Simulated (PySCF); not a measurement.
# Worked example: refractive index and permittivity of the vapour

ClH₆NSi₃, SMILES [SiH2]1[SiH](Cl)[SiH2]N1.

Geometry optimised at PBE0-D3(BJ)/def2-SVP. The structure was generated by enumeration, and PubChem lists no compound with its InChIKey, so it may never have been made.

PBE/def2-TZVP in PySCF gives a mean static polarisability of 103.1 bohr³ and a dipole moment of 1.95 D. Take an ideal gas at 298.15 K and 1 bar, whether or not the substance is that volatile.

Q: Work out n − 1 in the optical limit and the static ε − 1.

A: 
Polarisability volume α' = 103.1 × 0.148185 = 15.28 Å³. Number density N = p/kT = 2.43e-5 Å⁻³.
Dilute limit of Lorentz–Lorenz: n − 1 = 2π N α' = 0.0023.
Orientation term of Debye: μ²/(3kT) = 8.098 Å³ × μ²(D²) = 30.79 Å³.
ε − 1 = 4π N (α' + μ²/3kT) = 0.014. Orientation of the dipole supplies 67 % of the static response; it can't follow optical fields. Vibrational polarisation and dispersion are left out.
